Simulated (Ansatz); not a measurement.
Hg3Te3. Total charge 0; singlet. Geometry relaxed at B3LYP-D4/def2-SVP.

```
atom    x (Å)    y (Å)    z (Å)
 Hg1   1.0667   1.6206  -0.4822
 Hg2  -0.8782  -0.1219   1.7916
 Hg3  -0.1889  -1.4983  -1.3096
 Te4   0.2934   2.3286   2.0353
 Te5  -1.6576  -2.5184   0.7493
 Te6   1.3647   0.1894  -2.7844
```

In the def2 sets Hg, Te take a core potential; there is no spin–orbit coupling. The structure comes from a short search, and lower isomers may exist.

(1) Estimate the harmonic wavenumbers at RKS B3LYP-D4/def2-SVP (Ansatz, unscaled). Is this a minimum?

## Answers

(1) 37, 37, 52, 52, 55, 75, 115, 115, 145, 161, 196, 196 cm⁻¹. Yes, no mode is imaginary beyond noise. Zero-point energy 7.4 kJ/mol. It took 3.7 min on 4 threads of AMD EPYC 7R43 on a shared host, peak host memory 0.92 GiB.
